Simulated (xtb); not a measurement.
CH5Sb, SMILES [CH3][SbH2]. All values are semi-empirical tight-binding results from xtb (GFN2-xTB unless named), good for trends rather than for accurate numbers. Coordinates come from a GFN2-xTB optimisation.

For metal compounds this method's bond lengths and energies can be far off.

Q: Estimate the properties. (An estimate is asked for; the answer gives what the named calculation found.)

A: 
```json
{
 "point_group_as_xtb_finds_it": "Cs",
 "orbital_gap": "4.67 eV",
 "zero_point_energy": "29.7 kcal/mol",
 "G − E(el) at 298.15 K (modified RRHO)": "12.7 kcal/mol"
}
```
